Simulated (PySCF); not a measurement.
## Ionisation energy of Kr by level of theory

Kr [Kr] (1S) → Kr+ [Ar] 3d10 4s2 4p5 (2P), as a difference of total energies. Calculation: PySCF 2.14, in cc-pVDZ-PP with ECP10MDF; scalar relativity through the core potential. Correlated levels: valence: 3s2 3p6 3d10 frozen. The calculations carry no spin-orbit coupling.

| method | ionisation energy (eV) | error (eV) |
| --- | --- | --- |
| UHF | 13.156 | -1.066 |
| r2SCAN | 14.206 | -0.016 |
| B3LYP | 14.137 | -0.085 |
| MP2 (valence) | 13.825 | -0.397 |
| SCS-MP2 (valence) | 13.746 | -0.476 |
| CCSD (valence) | 13.715 | -0.507 |
| CCSD(T) (valence) | 13.716 | -0.506 |

Reference: 14.222 eV (measured; NIST levels, between the centres of gravity of the two terms).

Errors of the correlated levels include the incompleteness of this basis and the frozen core.
